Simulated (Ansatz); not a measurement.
`N[SiH](F)[SiH2][SiH3]` + H₂O → `N[SiH](O)[SiH2][SiH3]` + H–F  (formal hydrolysis of the Si–F bond)

Gas-phase electronic energies from Ansatz, PBE0-D4/def2-TZVP geometries. CBS: MP2 limit from def2 TZ/QZ plus the TZ coupled-cluster correction, frozen cores. This one scheme is used for every species. DFT in def2-TZVPP. Each species was taken in one conformer, which may not be the lowest.

Is it downhill or uphill in electronic energy at CCSD(T)/CBS, and by how much? (Best estimate.)

Ansatz gave: Uphill: ΔE = +11.1 kcal/mol.

What do these levels give: PBE-D4, B2PLYP, PBE, PBE0, HF/def2-TZVPP, MP2/CBS(def2)? (Best estimate.)

The calculation gave: PBE-D4 11.0, B2PLYP 11.7, PBE 11.5, PBE0 11.3, HF/def2-TZVPP 12.6, MP2/CBS(def2) 10.7 kcal/mol.

Largest T1 diagnostic among the species: 0.013.

In def2-TZVPP, CCSD(T) changes the Hartree–Fock value by −1.8 kcal/mol (the triples alone add −0.3 kcal/mol) and MP2 by −2.3 kcal/mol. The D4 term adds −0.8 kcal/mol with B3LYP and −0.4 kcal/mol with PBE0; it sums over pairs of atoms, weighted by their polarisabilities, and B3LYP, whose exchange is more repulsive, gets the larger term.

B3LYP here is the variant with VWN-RPA as its local correlation; programs differ in this.
